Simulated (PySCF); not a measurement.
BH5N, SMILES B[NH3+], charge +1. Heavy atoms are numbered as in [BH2:1][NH3+:2]. Hydrogens are named by the atom that carries them.

Geometry optimised at PBE0-D3(BJ)/def2-TZVP. The isomer is the one that the SMILES or the coordinates give; other isomers of the formula were not compared.

Calculation: PySCF with HF/pcSseg-2.

GIAO shieldings, no solvent; atoms alike by connectivity are averaged. δ = σ(ref) − σ: ¹¹B against BF3 (σ = 104.0 ppm); ¹⁵N against NH3 (σ = 262.2 ppm); ¹H against TMS (σ = 31.98 ppm), references at their B3LYP-D3(BJ)/def2-TZVP geometries, non-relativistic.

```csv
nucleus,atoms,count,δ (ppm)
¹¹B,B1 (BH2),1,59.2
¹⁵N,N2 (NH3),1,41.1
¹H,H on B1,2,6.48
¹H,H on N2,3,5.63
```
